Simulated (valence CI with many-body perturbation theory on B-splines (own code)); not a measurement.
The numbers below are computed, except where a source is named.
Sensitivity of CI+MBPT for Yb49+

Method: configuration interaction combined with many-body perturbation theory (CI+MBPT): three valence electrons over a frozen Dirac-Fock core [Ar], radial functions for each j: 6 s, 6 p, 5 d, 5 f, 1 g, with the one-electron correlation potential Σ1 (screened to all orders), the two-electron term Σ2, the three-electron term Σ3, Breit, model QED; selected single and double excitations, second order for the rest, scaled by the run's own slope (own B-spline code, finite nucleus).

The last digits are not significant, and no measured levels were compared; by estimate large intervals hold to a few tenths of a per cent, small ones and those within an open d or f shell to about a per cent. Only levels of the ground parity were solved; by the run's estimate the other parity begins above the list, which can be wrong where configurations are misplaced.

The reference run has the lowest level (3d3/2^3) J=3/2 and an ionisation energy of 4364.96 eV. Its largest variational space holds 2196 state functions.

Levels are named by their leading jj configuration (3d3/2^4 stands for four electrons in 3d with j = 3/2), which in mixed levels can hold well under half, so a name can repeat and another be missing. Letters in brackets count levels of one name in rising energy.

Changed runs:
A. size limit of the variational space 10000 → 1500; second order for the rest on → off
B. QED terms on → off
C. natural orbitals for correlation on → off; box radius (bohr) 2.2922 → 4.37
D. scale of Σ1 1 → 0 (bad on purpose)

Excitation energies of the reference run in cm⁻¹, and shifts in cm⁻¹:

```tsv
Level	Reference	A	B	C	D
(3d3/2^2 3d5/2) J=5/2 [a]	394943	+11	-1246	-873	-1798
(3d3/2^2 3d5/2) J=3/2	443891	+2.0	-1220	-300	-1795
(3d3/2^2 3d5/2) J=7/2	470081	+6.3	-1276	-381	-1870
(3d3/2^2 3d5/2) J=9/2	472018	-10	-1244	-315	-1825
(3d3/2^2 3d5/2) J=1/2	483679	-10	-1234	+39	-1833
(3d3/2^2 3d5/2) J=5/2 [b]	654032	+17	-1327	+1249	-2036
(3d3/2 3d5/2^2) J=7/2 [a]	857353	-0.8	-2472	-852	-3602
(3d3/2 3d5/2^2) J=9/2	890844	-10	-2505	-754	-3654
(3d3/2 3d5/2^2) J=3/2 [a]	929884	-1.0	-2485	-92	-3669
(3d3/2 3d5/2^2) J=1/2	951900	-10	-2495	+160	-3688
(3d3/2 3d5/2^2) J=11/2	963930	-10	-2499	-193	-3678
(3d3/2 3d5/2^2) J=5/2 [a]	967565	+15	-2433	+154	-3615
Ionisation energy (eV)	4364.96	-0.0013	-0.23	-0.28	-2.66
```
